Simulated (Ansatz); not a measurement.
`[OH][ZnH]`, relaxed with RKS PBE0-D4/def2-TZVP in the Gaussian-basis code of Ansatz from a PBE-D4/def2-SVP geometry. The force threshold is 0.005 eV/Å; the program also tests the step.

The species carries charge 0 and has multiplicity 1.

Start:

```xyz
4

O     0.893   -0.209   -0.756
Zn   -0.529    0.306    0.188
H     1.402   -0.924   -0.335
H    -1.766    0.827    0.903
```

```csv
step,energy (eV),largest force (eV/Å),largest move (Å)
1,-50491.4793,0.700,0.000
2,-50491.4868,0.251,0.009
3,-50491.4888,0.101,0.009
4,-50491.4899,0.018,0.019
5,-50491.4899,0.003,0.002
```

End:

```xyz
4

O     0.885   -0.220   -0.730
Zn   -0.537    0.310    0.191
H     1.421   -0.922   -0.359
H    -1.769    0.832    0.899
```

Hardware: 2 threads of a server CPU on a shared host. Wall time 8 s, peak host memory 0.18 GiB.
